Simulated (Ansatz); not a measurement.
Cost and result up the ladder for Si(NMeEt)2Me2 (C8H22N2Si) (33 atoms). Charge 0, multiplicity 1. Geometry: PBE-D4/def2-SVP.

Cartesian coordinates in Å:
```
Si 0.268 -0.170 -0.276
N -1.456 0.110 -0.504
C -2.390 -0.466 0.446
C -2.045 0.567 -1.754
C -2.404 -0.545 -2.751
H -3.219 0.246 0.676
H -2.863 -1.418 0.102
H -1.865 -0.679 1.400
H -2.964 1.156 -1.519
H -1.350 1.281 -2.243
H -2.893 -0.130 -3.657
H -1.496 -1.094 -3.076
H -3.101 -1.284 -2.305
N 0.636 0.374 1.358
C 0.267 1.723 1.747
C 1.601 -0.280 2.230
C 3.052 0.194 2.071
H -0.119 1.747 2.794
H 1.106 2.460 1.692
H -0.546 2.090 1.087
H 1.281 -0.128 3.290
H 1.557 -1.377 2.060
H 3.722 -0.310 2.799
H 3.432 -0.024 1.051
H 3.145 1.288 2.235
C 1.183 0.801 -1.617
H 0.951 0.445 -2.642
H 2.275 0.684 -1.461
H 0.954 1.885 -1.569
C 0.751 -1.995 -0.386
H 0.468 -2.381 -1.387
H 0.219 -2.609 0.370
H 1.841 -2.163 -0.259
```

Ansatz on 4 threads of Arm Neoverse V1 on a shared host. Times are rough, and most runs start from the orbitals of an earlier one. PBE0-D4/def2-TZVP serves as the yardstick here, not as an exact answer. Differences are given only for rows in sets of like size (and for xTB, whose basis is part of the method), since another set adds its own error. Binding counts from free atoms at the same level (Si triplet, N quartet, C triplet, H doublet; other spins of the atoms weren't run), without zero-point energy or a counterpoise term.

B3LYP takes the VWN-RPA correlation. Correlated methods freeze 15 core orbitals. The rows differ in basis, and correlated rows in double-zeta sets carry the largest basis error.

Correlated methods converge slowly with the basis, most of all in double-zeta sets.

| level | functions | binding energy per atom (eV) | difference from PBE0-D4/def2-TZVP (eV) |
| --- | --- | --- | --- |
| r2SCAN-D4/def2-TZVP | 479 | 4.02 | -0.02 |
| PBE-D4/def2-SVP | 268 | 4.12 | – |
| B3LYP-D4/6-31G | 147 | 3.93 | – |
| PBE0-D4/def2-TZVP | 479 | 4.04 | 0.00 |
| PBE-D4/def2-TZVP | 479 | 4.09 | 0.05 |
| B3LYP-D4/def2-TZVP | 479 | 4.03 | -0.01 |
| PBE0-D4/def2-SVP | 268 | 4.07 | – |
| HF/STO-3G | 81 | 3.70 | – |
| HF/6-31G | 147 | 2.80 | – |
| MP2/def2-SVP | 268 | 3.86 | – |
| revPBE-D4/def2-TZVP (with forces) | 479 | 4.01 | -0.03 |

(1) Estimate how long each takes.

## Answers

(1) HF/STO-3G 0.75 s; HF/6-31G 2.1 s; B3LYP-D4/6-31G 4.9 s; PBE-D4/def2-SVP 6 s; PBE0-D4/def2-SVP 11 s; MP2/def2-SVP 11 s; PBE-D4/def2-TZVP 13 s; revPBE-D4/def2-TZVP (with forces) 16 s; r2SCAN-D4/def2-TZVP 23 s; PBE0-D4/def2-TZVP 28 s; B3LYP-D4/def2-TZVP 28 s. On shared hardware such times vary by a factor of up to 3.
